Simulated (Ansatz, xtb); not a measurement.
Relative energy of two structures of FH2NSn

Structure I is `[NH2][Sn][F]`, a singlet and structure II is a singlet given by its coordinates. Both are isolated molecules in the gas phase, relaxed with BLYP-D3(BJ)/def2-SVP; the shapes shown needn't be the lowest conformers.

I (Å):

| atom | x (Å) | y (Å) | z (Å) |
| --- | --- | --- | --- |
| F | 1.1070 | -1.4174 | -0.7878 |
| N | 0.4433 | 0.8058 | 0.9825 |
| Sn | 0.7670 | -1.2238 | 1.1690 |
| H | 0.5046 | 1.2744 | 0.0703 |
| H | 0.2110 | 1.4689 | 1.7295 |

II (Å):

```xyz
5

F    -1.4191    1.7191   -1.1749
N    -1.3053   -1.3707    0.5077
Sn   -1.2929    0.5735    0.4383
H    -1.3926   -1.6997   -0.4800
H    -1.1708    1.6970    1.7457
```

Close contacts (Å): F1–Sn3 1.98, N2–Sn3 1.95, N2–H4 1.04, Sn3–H4 2.45, Sn3–H5 1.73.

Which of the two would you expect CCSD(T)/def2-TZVPP electronic energies to favour?

Structure I; the calculation gives E(II) − E(I) = +271.6 kJ/mol.

Level by level:

```csv
level,geometry,E(II) − E(I) (kJ/mol),departure from the last row (kJ/mol),"job, with rough time for the two"
GFN2-xTB,GFN2-xTB,+318.9,+47.3,"optimisation, 0.11 s"
HF/STO-3G,GFN2-xTB,+269.5,−2.0,"single point, 0.64 s"
r2SCAN-D4/def2-SVP,GFN2-xTB,+290.7,+19.2,"single point, 1.8 s"
BLYP-D3(BJ)/def2-SVP,BLYP-D3(BJ)/def2-SVP,+283.6,+12.0,"optimisation, 8.7 s"
HF/def2-TZVPP,BLYP-D3(BJ)/def2-SVP,+333.4,+61.8,part of the CCSD(T) run
MP2/def2-TZVPP,BLYP-D3(BJ)/def2-SVP,+277.0,+5.4,part of the CCSD(T) run
CCSD(T)/def2-TZVPP,BLYP-D3(BJ)/def2-SVP,+271.6,,"single point, 39 s"
```

The levels shown agree on the order. The largest departure from CCSD(T)/def2-TZVPP is that of HF/def2-TZVPP, 61.8 kJ/mol.

With harmonic frequencies from BLYP-D3(BJ)/def2-SVP (ideal gas, rigid rotor, one conformer each, 298.15 K, 1 atm): the zero-point term adds −13.5 kJ/mol; ΔH is +258.3 and ΔG +258.2 kJ/mol.

The T1 diagnostic of structure II is large, so the coupled-cluster value is less sure. The correlated steps freeze 6 core orbitals; the filled d shell of Sn is correlated, in a basis made for valence electrons. Atoms past krypton carry core potentials in the def2 sets, other sets are all-electron and non-relativistic, and no spin–orbit term is included. Run with Ansatz 0.2.0, xtb 6.7.1; the last row on 1 thread of Intel(R) Xeon(R) 6975P-C (Granite Rapids) on a shared host.
